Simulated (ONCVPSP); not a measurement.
**Which change was made? (Fe, ONCV)**

- Element: iron
- Generator: ONCVPSP 4.0.1
- Type: optimised norm-conserving Vanderbilt (ONCV)
- Functional: LDA (Perdew-Wang 92)
- Relativity: scalar-relativistic
- Frozen core: [Ne]
- Valence charge: 16
- Reference configuration: 3s2 3p6 3d6 4s2
- Partial waves: 3s+4s: rc 1.35 bohr, ncon 4, nbas 9, qcut 10.3 1/bohr, 2 projectors; 3p: rc 1.00 bohr, ncon 3, nbas 6, qcut 17.5 1/bohr, 2 projectors, debl 1.4 Ha; 3d: rc 1.90 bohr, ncon 4, nbas 8, qcut 7.2 1/bohr, 2 projectors, debl 3.5 Ha
- Local potential: polynomial inside 0.70 bohr (lpopt 5, dvloc0 0 Ha)
- Core correction: Teter function, fcfact 6, rcfact 1.3

In the p channel the program set the typed energies aside and used -2.202, 0.250 Ha.

Cutoffs, loose and tight: the cutoffs (Ha) at which the residual kinetic energy of the hardest occupied pseudo-wave falls to 1 and 0.1 mHa per electron. They do not see the model core or the augmentation charge, which bear on the density cutoff. Test errors are all-electron minus pseudo excitation energies from the reference, over the configurations 3s2 3p6 3d6 4s1; 3s2 3p6 3d6 4s0; 3s2 3p6 3d5 4s0; 3s1 3p6 3d6 4s2; variants that change the core or the reference have their own tests.

The base gives: outcome: generated, projector energies reset by the program; cutoff, loose: 68 Ha; cutoff, tight: 86 Ha; bound ghosts: none; GHOST(+) flags above zero: s; largest test error (meV): -675.

(1) After one change the result is: outcome: failed: ERROR pspot: first pseudo wave function has node, program will stop. Which change was it?
A. p: rc 1.22
B. core [Ar], valence charge 8; reference 3d6 4s2; waves now 4s: rc 2.25 bohr, ncon 4, nbas 8, qcut 3.8 1/bohr, 2 projectors, debl 3 Ha; p scattering state at 0.12 Ha: rc 1.45 bohr, ncon 4, nbas 7, qcut 5.6 1/bohr, local; 3d: rc 1.45 bohr, ncon 4, nbas 8, qcut 10.9 1/bohr, 2 projectors, debl 0.6 Ha; local potential the p channel
C. p: debl 5.3

## Answers

(1) B. The others give: p: debl 5.3 → outcome: generated; cutoff, loose: 68 Ha; cutoff, tight: 86 Ha; bound ghosts: none; GHOST(+) flags above zero: s; largest test error (meV): -675 | p: rc 1.22 → outcome: generated, projector energies reset by the program; cutoff, loose: 33 Ha; cutoff, tight: 46 Ha; bound ghosts: none; GHOST(+) flags above zero: s; largest test error (meV): -669.
